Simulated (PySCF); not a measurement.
B3LYP has the VWN-RPA correlation part, as in Gaussian. 

```xyz
11

Si    -1.3035    -1.3049     0.4589
Si     0.2224     0.2595     1.3695
Si     1.8213    -0.5054    -0.1999
Si    -0.2223    -0.2595    -1.3695
Si    -0.5178     1.8104    -0.2590
H     -1.0092    -2.7475     0.6845
H     -2.7542    -1.0199     0.6404
H      2.3360    -1.8917    -0.0208
H      2.9223     0.4324    -0.5564
H     -1.9131     2.3151    -0.1281
H      0.4180     2.9116    -0.6196
```

Charge 0, multiplicity 1.

Q: Give the Mulliken and meta-Löwdin atomic charges from B3LYP-D3(BJ)/def2-SVP in PySCF.

A: 
| atom | Mulliken (e) | meta-Löwdin (e) |
|---|---|---|
| Si1 | 0.20 | 0.20 |
| Si2 | -0.17 | -0.09 |
| Si3 | 0.20 | 0.20 |
| Si4 | -0.17 | -0.09 |
| Si5 | 0.20 | 0.20 |
| H6 | -0.04 | -0.07 |
| H7 | -0.04 | -0.07 |
| H8 | -0.04 | -0.07 |
| H9 | -0.04 | -0.07 |
| H10 | -0.04 | -0.07 |
| H11 | -0.04 | -0.07 |
